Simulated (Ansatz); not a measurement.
Coupled-cluster run, `[CH3][InH][SeH]`.

```yaml
crystal:
  periodic: [false, false, false]
  atoms:
    - {symbol: C, position_ang: [-1.285334, -0.007846, -0.057067]}
    - {symbol: In, position_ang: [0.672393, 0.786341, 0.300756]}
    - {symbol: Se, position_ang: [2.597670, -0.768779, -0.169335]}
    - {symbol: H, position_ang: [-2.048253, 0.767893, 0.001328]}
    - {symbol: H, position_ang: [-1.315150, -0.472599, -1.043197]}
    - {symbol: H, position_ang: [-1.499112, -0.774654, 0.689731]}
    - {symbol: H, position_ang: [1.169953, 2.327856, 0.870675]}
    - {symbol: H, position_ang: [1.707833, -1.858213, -0.592901]}
basis:
  gaussian: {orbitals: def2-SVP}
correlation: {method: ccsd_t}
```

```sh
$ ansatz run in.yaml --threads 4 --pin off --events-out ev --progress --plain --max-ram 10444MiB
```

Log, shortened:

```
Functional definition: HF
1053 factors; integrals over basis functions are off by at most 1.3e-3 eV
mean field evaluation 1: about -71550.9892 eV, gradient 2.4e1 eV
mean field evaluation 2: about -71551.0333 eV, gradient 2.4e1 eV
mean field evaluation 4: about -71552.9580 eV, gradient 2.3e0 eV
mean field evaluation 8: about -71552.9858 eV, gradient 1.3e-1 eV
mean field evaluation 16: about -71552.9339 eV, gradient 4.5e-1 eV
mean field -71552.98591378 eV, -2629.5237319755 hartree, gradient 5.7e-6 eV, S^2 0.000000; 0 other end points of the search recorded, 0 dependent functions left out
14 core orbitals not correlated: weight in the atoms' cores, before any rotation towards them, 1.000 or more for the frozen orbitals, at most 0.000 for the correlated occupied ones
reference -71552.98591378 eV, -2629.5237319755 hartree; 19, 19 occupied and 64, 64 virtual orbitals, 1053 factors
second order -12.95361526 eV of doubles, -0.00000000 eV of singles
cycle   1  -13.43400484 eV  change   -4.8e-1 eV  update   8.3e-2
cycle   2  -13.83618162 eV  change   -4.0e-1 eV  update   2.6e-2
cycle   3  -13.87973192 eV  change   -4.4e-2 eV  update   1.1e-2
cycle   4  -13.87587820 eV  change    3.9e-3 eV  update   3.4e-3
cycle   5  -13.87618644 eV  change   -3.1e-4 eV  update   1.5e-3
cycle   6  -13.87541314 eV  change    7.7e-4 eV  update   5.2e-4
cycle   7  -13.87540030 eV  change    1.3e-5 eV  update   1.7e-4
cycle   8  -13.87545074 eV  change   -5.0e-5 eV  update   5.5e-5
cycle   9  -13.87543987 eV  change    1.1e-5 eV  update   1.6e-5
perturbative correction -0.39354659 eV, -0.0144625705 hartree
Total energy: -71567.25490024 eV, -2630.0481075561 hartree
```

Hardware: 4 threads of an Arm Neoverse V1 on a shared host. Wall time 4.5 s, peak host memory 0.42 GiB.

MP2 recovers 90.8 % of the CCSD(T) correlation energy and the triples give 2.8 %; T1 = 0.0094.
